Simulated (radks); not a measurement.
Species: P9+. Configuration: [He] 2s2 2p1 3s1 (not the ground configuration). Method: scalar-relativistic Kohn-Sham, PBE, spin-polarised, spherical densities, finite nucleus; open shells are filled with parallel spins first; Fermi nuclear charge, rms radius 3.1889 fm; computed with a radial shooting solver on a logarithmic mesh with Libxc functionals.

Unscreened Slater integrals over Kohn-Sham orbitals (cm^-1). They are taken over the spin-up orbitals.

F0(3s,3s): 174490
F0(3s,2p): 227930
G1(3s,2p): 23137
F0(3s,2s): 223380
G0(3s,2s): 18308
F0(3s,1s): 258950
G0(3s,1s): 12293
F0(2p,2p): 501060
F2(2p,2p): 238870
F0(2p,2s): 461500
G1(2p,2s): 266000
F0(2p,1s): 682030
G1(2p,1s): 117160
F0(2s,2s): 436070
F0(2s,1s): 611030
G0(2s,1s): 57845
F0(1s,1s): 2002100

Derived for the open shells (J is the average intra-shell exchange parameter used in DFT+U). 2p: J = F2/5 = 47770 cm^-1.
